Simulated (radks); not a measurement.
Isoelectronic series with 54 electrons, each ion in its NIST ground configuration. Calculated with a radial shooting solver on a logarithmic mesh with Libxc functionals: scalar-relativistic Kohn-Sham, PBE, spin-polarised, spherical densities, finite nucleus; open shells are filled with parallel spins first (spin-orbit coupling, left out, can overturn this in heavy ions); Fermi nuclear charge, rms radius of each element as measured or else 0.836 A^(1/3) + 0.57 fm. Total energies (hartree) and mean radii <r> (bohr) (* marks an orbital that is empty in some or all of the ions):

ion,configuration,E (hartree),5p*,5s*,4d,4p
Xe,[Xe],-7447.03737,2.313,1.862,0.8768,0.7649
Cs+,[Xe],-7786.4924,2.071,1.739,0.8366,0.7394
Ba2+,[Xe],-8134.6672,1.894,1.632,0.8001,0.7155
La3+,[Xe],-8491.5960,1.756,1.540,0.7670,0.6929
Ce4+,[Xe],-8857.3148,1.642,1.459,0.7367,0.6717
Pr5+,[Xe],-9231.8701,1.546,1.388,0.7090,0.6516
Nd6+,[Kr] 4d10 4f2 5s2 5p4,-9615.0465,1.502,1.356,0.6958,0.6386
Pm7+,[Kr] 4d10 4f3 5s2 5p3,-10007.8774,1.443,1.310,0.6774,0.6235
Sm8+,[Kr] 4d10 4f4 5s2 5p2,-10409.9273,1.391,1.267,0.6596,0.6090
Eu9+,[Kr] 4d10 4f5 5s2 5p1,-10821.4921,1.344,1.227,0.6428,0.5952
Gd10+,[Kr] 4d10 4f5 5s2 5p1,-11242.5317,1.286,1.180,0.6226,0.5798
Tb11+,[Kr] 4d10 4f6 5s2,-11673.3238,1.246,1.145,0.6078,0.5673
Dy12+,[Kr] 4d10 4f6 5s2,-12113.3091,1.196,1.104,0.5898,0.5532
Ho13+,[Kr] 4d10 4f6 5s2,-12562.8202,1.151,1.065,0.5728,0.5397
Er14+,[Kr] 4d10 4f7 5s1,-13021.8191,1.118,1.036,0.5606,0.5290
Tm15+,[Kr] 4d10 4f8,-13490.3106,1.088,1.010,0.5486,0.5184
Yb16+,[Kr] 4d10 4f8,-13969.1495,1.051,0.9781,0.5339,0.5065
Lu17+,[Kr] 4d10 4f8,-14457.7983,1.017,0.9479,0.5200,0.4950
Hf18+,[Kr] 4d10 4f8,-14956.3792,0.9849,0.9194,0.5068,0.4839
Ta19+,[Kr] 4d10 4f8,-15464.9147,0.9549,0.8927,0.4942,0.4733
